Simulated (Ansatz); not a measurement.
**Question.** Name a neutral molecule of C, F, N, Sn with HOMO energy (PBE0/def2-TZVPP) between -11.40 and -11.10 eV and HOMO energy (PBE/def2-TZVPP) between -9.60 and -9.30 eV (Ansatz, PBE0-D4/def2-TZVP geometry).

**Answer.** `N#[C][Sn]([F])([F])[C]#N` (-11.21 eV, -9.49 eV). Other molecules can fit too; these were computed, each in one conformer that needn't be the lowest.
